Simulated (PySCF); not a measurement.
C5H6Se, SMILES C=C=C1CC[Se]1.

Geometry optimised at B3LYP-D3(BJ)/def2-SVP. The structure was generated by enumeration, and PubChem lists no compound with its InChIKey, so it may never have been made.

Level of theory: TDDFT-PBE/def2-SVPD (PySCF 2.14.0).

Vertical excitations. Isolated molecule, no solvent.

Computed excitation energies, oscillator strengths and character:
| state | energy (eV) | λ (nm) | f | main pairs |
|---|---|---|---|---|
| S1 | 3.08 | 402 | 0.000 | HOMO→LUMO 100 % |
| S2 | 3.70 | 335 | 0.001 | HOMO→LUMO+1 100 % |
| S3 | 4.66 | 266 | 0.009 | HOMO→LUMO+2 51 %, HOMO−1→LUMO 41 % |
| S4 | 4.88 | 254 | 0.016 | HOMO→LUMO+3 100 % |
| S5 | 4.96 | 250 | 0.123 | HOMO→LUMO+2 34 %, HOMO−1→LUMO+1 30 %, HOMO−1→LUMO 28 % |
| S6 | 5.07 | 245 | 0.000 | HOMO−2→LUMO 99 % |
| S7 | 5.49 | 226 | 0.003 | HOMO→LUMO+4 96 % |
| S8 | 5.63 | 220 | 0.003 | HOMO→LUMO+5 88 % |
| S9 | 5.69 | 218 | 0.009 | HOMO−2→LUMO+1 79 % |
| S10 | 5.70 | 217 | 0.120 | HOMO→LUMO+6 33 %, HOMO−1→LUMO+1 30 %, HOMO−3→LUMO 22 %, HOMO−1→LUMO 10 % |
| T1 | 2.71 | 457 | 0 | HOMO→LUMO 100 % |
| T2 | 3.41 | 364 | 0 | HOMO→LUMO+1 99 % |
| T3 | 3.77 | 329 | 0 | HOMO→LUMO+2 84 % |
| T4 | 3.93 | 315 | 0 | HOMO−1→LUMO 76 %, HOMO→LUMO+2 12 % |
Triplets are in the Tamm–Dancoff approximation, which puts them higher than full response would, so one can lie above its singlet here.
